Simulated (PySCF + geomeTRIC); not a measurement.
Level of theory: BP86-D3(BJ)/def2-SVP in PySCF + geomeTRIC. fastk is a local helper that only speeds up exchange builds. No frequencies were computed at this level.

```python
import json, numpy as np
from pyscf import gto, dft
from fastk import lowrank_exchange
atoms = """
Cd    -0.000002    -0.000005     0.000001
F     -1.710036     0.615508     0.529863
F      1.710038    -0.615502    -0.529863
"""
def scf(charge, spin, dm0=None):
    mol = gto.M(atom=atoms, basis='def2-svp', ecp={'Cd': 'def2-svp'}, charge=charge, spin=spin, verbose=3, max_memory=3360)
    mf = dft.KS(mol, xc='bp86').density_fit(auxbasis="def2-universal-jkfit")
    mf.disp = 'd3bj'
    mf.grids.level = 3
    mf.conv_tol = 1e-8
    mf.max_cycle = 120
    mf.level_shift = 0.25
    mf.kernel(dm0)
    if not mf.converged:
        mf = mf.newton().run(mf.mo_coeff, mf.mo_occ).undo_soscf()
    return mf
mf = scf(0, 0)
from pyscf.geomopt.geometric_solver import kernel as optimize
path = []
done, mol = optimize(mf, maxsteps=120, assert_convergence=False, callback=lambda env: path.append((env["energy"], bool(env["g_scanner"].converged))))
res = dict(converged=bool(done and path[-1][1]), energy=path[-1][0], path=[e for e, c in path], xyz=mol.atom_coords(unit="Angstrom").tolist(), nao=mol.nao)
json.dump(res, open("result.json", "w"))
```

Output:

```
converged SCF energy = -367.379531110721
Geometry optimization cycle 1
converged SCF energy = -367.37953110783
cycle 1: E = -367.379531108  dE = -367.38  norm(grad) = 0.0228999
Geometry optimization cycle 2
converged SCF energy = -367.380605250008
cycle 2: E = -367.38060525  dE = -0.00107414  norm(grad) = 0.00395584
Geometry optimization cycle 3
converged SCF energy = -367.380641931925
cycle 3: E = -367.380641932  dE = -3.66819e-05  norm(grad) = 0.000580229
Geometry optimization cycle 4
converged SCF energy = -367.380648387937
cycle 4: E = -367.380648388  dE = -6.45601e-06  norm(grad) = 0.000443811
Geometry optimization cycle 5
converged SCF energy = -367.380658550433
cycle 5: E = -367.38065855  dE = -1.01625e-05  norm(grad) = 0.00117766
Geometry optimization cycle 6
converged SCF energy = -367.380663873739
cycle 6: E = -367.380663874  dE = -5.32331e-06  norm(grad) = 0.000636536
Geometry optimization cycle 7
converged SCF energy = -367.380667199267
cycle 7: E = -367.380667199  dE = -3.32553e-06  norm(grad) = 7.54307e-05
Geometry optimization cycle 8
converged SCF energy = -367.380667366598
cycle 8: E = -367.380667367  dE = -1.67331e-07  norm(grad) = 8.71108e-05
<class 'geometric.internal.Distance'> : 2
<class 'geometric.internal.LinearAngle'> : 2
<class 'geometric.internal.TranslationX'> : 1
<class 'geometric.internal.TranslationY'> : 1
<class 'geometric.internal.TranslationZ'> : 1
<class 'geometric.internal.RotationA'> : 1
<class 'geometric.internal.RotationB'> : 1
<class 'geometric.internal.RotationC'> : 1
Step    0 : Gradient = 1.322e-02/1.619e-02 (rms/max) Energy = -367.3795311078
Step    1 : Displace = 3.503e-02/4.291e-02 (rms/max) Trust = 1.000e-01 (=) Grad = 2.284e-03/2.801e-03 (rms/max) E (change) = -367.3806052500 (-1.074e-03) Quality = 0.814
Step    2 : Displace = 5.051e-03/6.189e-03 (rms/max) Trust = 1.414e-01 (+) Grad = 3.350e-04/4.105e-04 (rms/max) E (change) = -367.3806419319 (-3.668e-05) Quality = 1.019
Step    3 : Displace = 1.250e-03/1.530e-03 (rms/max) Trust = 2.000e-01 (+) Grad = 2.562e-04/3.167e-04 (rms/max) E (change) = -367.3806483879 (-6.456e-06) Quality = 1.085
Step    4 : Displace = 1.380e-03/1.698e-03 (rms/max) Trust = 2.828e-01 (+) Grad = 6.799e-04/8.377e-04 (rms/max) E (change) = -367.3806585504 (-1.016e-05) Quality = 0.813
Step    5 : Displace = 7.319e-04/9.018e-04 (rms/max) Trust = 3.000e-01 (+) Grad = 3.675e-04/4.535e-04 (rms/max) E (change) = -367.3806638737 (-5.323e-06) Quality = 2.024
Step    6 : Displace = 9.573e-04/1.180e-03 (rms/max) Trust = 3.000e-01 (=) Grad = 4.355e-05/5.762e-05 (rms/max) E (change) = -367.3806671993 (-3.326e-06) Quality = 2.445
Step    7 : Displace = 3.369e-05/4.634e-05 (rms/max) Trust = 3.000e-01 (=) Grad = 5.029e-05/6.359e-05 (rms/max) E (change) = -367.3806673666 (-1.673e-07) Quality = 1.648
Converged! =D
```

Cost: around 26 core-seconds (rough).
